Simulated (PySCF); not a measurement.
FH3OSe2Si, SMILES [Si](O)([SeH])(F)[SeH]. The structure is a stationary point at PBE-D3(BJ)/def2-SVP. Other conformers were not sampled.

Computed equilibrium geometry at PBE-D3(BJ)/def2-SVP (PySCF confirms it by a frequency run) as Cartesian coordinates in Å (one conformer of several):
```xyz
8

O     -0.6427    -0.7669     1.9351
Si    -0.5454    -0.2974     0.3391
F     -1.9762    -0.6291    -0.3889
Se     1.2020    -1.4426    -0.5446
Se    -0.3191     1.9409    -0.0509
H     -1.3965    -0.3826     2.4211
H      0.9768    -2.5710     0.3978
H      0.9629     1.9714     0.6993
```
Charge 0, spin multiplicity 1.
